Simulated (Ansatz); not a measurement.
`I[Si](I)I` radical. Charge 0, multiplicity 2. Correlated methods include outer-core shells of I, which these sets cover unevenly. I takes the def2 core potential.

Cartesian coordinates in Å:
```
I -1.4825 -1.5358 0.9293
Si -0.4069 0.3017 -0.2685
I 0.7454 1.7895 1.2893
I 1.1440 -0.5554 -1.9501
```

Problem. Give the diagnostics of a CCSD(T)/def2-TZVPP run (frozen core, Ansatz). (Estimate.)

Solution. The calculation gave: T1 = 0.0115, largest single amplitude 0.056, largest double 0.026, (T) share of the correlation energy 2.5 %, 12 CCSD cycles. ⟨S²⟩ of the UHF reference is 0.764 against 0.75 for a pure state. T1 lies under the customary mark of 0.045 for open shells.
